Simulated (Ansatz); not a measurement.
`F[SiH2][SeH]` and `[SeH][SiH2]Br` differ in one element.

Ansatz, PBE0-D4/def2-TZVP geometries, multiplicity 1. Each molecule was computed in one conformer, which needn't be the lowest.

Scalar relativity is left out up to krypton.

```csv
property,`F[SiH2][SeH]`
zero-point energy (PBE0-D4/def2-TZVP) / kJ/mol,74.4
HOMO energy (PBE/def2-TZVPP) / eV,-6.39
HOMO energy (PBE0/def2-TZVPP) / eV,-7.54
HOMO energy (ωB97M-V/def2-TZVPP) / eV,-9.71
LUMO energy (B3LYP/def2-TZVPP) / eV,-0.49
HOMO energy (B3LYP/def2-TZVPP) / eV,-7.29
```

What does the change do to each property? (An estimate is asked.)

Computed: 
```json
{"property": "zero-point energy (PBE0-D4/def2-TZVP) / kJ/mol", "`[SeH][SiH2]Br`": "69.9", "shift": "-4.5"}
{"property": "HOMO energy (PBE/def2-TZVPP) / eV", "`[SeH][SiH2]Br`": "-6.30", "shift": "0.09"}
{"property": "HOMO energy (PBE0/def2-TZVPP) / eV", "`[SeH][SiH2]Br`": "-7.44", "shift": "0.10"}
{"property": "HOMO energy (ωB97M-V/def2-TZVPP) / eV", "`[SeH][SiH2]Br`": "-9.58", "shift": "0.13"}
{"property": "LUMO energy (B3LYP/def2-TZVPP) / eV", "`[SeH][SiH2]Br`": "-0.81", "shift": "-0.32"}
{"property": "HOMO energy (B3LYP/def2-TZVPP) / eV", "`[SeH][SiH2]Br`": "-7.19", "shift": "0.10"}
```

With PBE0 the HOMO rises by 0.10 eV and the LUMO falls by 0.37 eV, so the gap narrows by about 0.47 eV. PBE moves the HOMO by 0.09 eV and ωB97M-V by 0.13 eV.

B3LYP here is the variant with VWN-RPA as its local correlation; programs differ in this.

Spin–orbit coupling is left out; it splits and shifts lone-pair levels of the heavy atoms by tenths of an eV.
